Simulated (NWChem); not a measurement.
Species: C2H6BFO; SMILES COB(C)F

```xyz
11

B     -0.0798     0.5285     0.0002
F     -0.8905     1.6025     0.0016
C      1.4873     0.7207    -0.0002
H      1.9621     0.2120     0.8651
H      1.7660     1.7908     0.0355
H      1.9472     0.2800    -0.9105
O     -0.7341    -0.6639    -0.0044
C     -0.0889    -1.9213     0.0025
H     -0.2437    -2.4197     0.9831
H     -0.5389    -2.5642    -0.7819
H      1.0035    -1.8495    -0.1855
```
Atoms are numbered in this order, from 1.

Program: NWChem. All runs use the structure optimised with PBE-D3(BJ)/def2-SVP. B3LYP is NWChem's, with the RPA form of VWN correlation. Ions are spin-unrestricted doublets at the neutral geometry; other ion states weren't tried.

```
level               vertical ionisation energy, ΔSCF (eV)  −ε(HOMO) (eV)  ΔSCF minus −ε(HOMO) (eV)
------------------  -------------------------------------  -------------  ------------------------
B3LYP/def2-SVP                                      11.17           8.59                      2.58
PBE/def2-SVP                                        10.69           7.25                      3.44
BHandHLYP/def2-SVP                                  11.43          10.41                      1.02
```
